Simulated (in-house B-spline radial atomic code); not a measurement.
RPA and G0W0 on wB97X: Ar VIII (Ar7+)

Configuration [Ne] 3s1, highest spin, mean-field start wB97X. Computed with an all-electron radial atomic-structure program (B-spline basis): all electrons, scalar-relativistic (spin-free one-electron X2C), finite nucleus, each spin shell either full or empty, empty states to l = 9 with an (l + 1/2)⁻⁴ tail; G0W0 by contour deformation at full frequency.

Command:
```bash
python run_gw.py task.json out
```
Settings (radii: box in bohr, nucleus in fm):
```
Z                        18
electrons                11
configuration            [Ne] 3s1
hamiltonian              x2c
method                   wb97x
lmax                     9
rms_radius               3.4274
spin_polarised           True
box_radius               8.41
intervals                67
ion_configuration        [He] 2s2 2p6
```

Cost of the run: 2.2 s on 1 thread of Arm Neoverse V2 (shared host).

Energies (hartree):

```tsv
term	value
mean-field total	-513.49583
Hartree-Fock functional on these orbitals	-512.99749
direct second order	-0.71127
second-order exchange	0.26577
SOSEX correction	0.25045
```

(1) What is the RPA correlation energy, and what remains with SOSEX?

Quasi-particle levels (eV):

| level | occupied | mean field | Σx - vxc | Σc | QP weight | G0W0 |
| --- | --- | --- | --- | --- | --- | --- |
| 3s up | yes | -140.23 | -2.78 | ? | ? | ? |
| 2p down | yes | -377.15 | -20.79 | 2.74 | 0.974 | -395.20 |
| 2p up | yes | -377.54 | -21.18 | 2.99 | 0.941 | -395.73 |
| 2s down | yes | -445.11 | -28.65 | 4.40 | 0.890 | -469.35 |
| 3s down | no | -118.43 | -2.76 | -2.20 | 0.977 | -123.39 |

G0W0 = mean field + (Σx - vxc) + Σc, with Σc (partial-wave tail included) taken at the quasi-particle energy. Only the outer levels were computed.

(2) Where does G0W0 put 3s up?

(3) What does it cost to remove one electron (to [He] 2s2 2p6) by differences of total energies, each species on its own start (correlation terms add to the Hartree-Fock functional)?

Results:

(1) RPA gives -0.65968 hartree (-1.63 eV per electron); RPA + SOSEX gives -0.40923, and the second-order doubles -0.4455 hartree (no singles). SOSEX takes back 38 % of the RPA value.

(2) At -144.62 eV, with Σc = -1.60 eV and a quasi-particle weight of 0.982. The tabulated removal energy is 143.457 ± 0.0012 eV (NIST, semi-empirical); the calculation leaves out spin-orbit coupling, Breit and QED terms, and what these don't explain is the method's own error.

(3) wB97X 142.31 eV, Hartree-Fock functional 142.93 eV, + RPA 144.21 eV, + RPA + SOSEX 143.42 eV, + second order 143.52 eV. Tabulated: 143.457 ± 0.0012 eV (NIST, semi-empirical); the calculation leaves out spin-orbit coupling, Breit and QED terms, and what these don't explain is the method's own error.
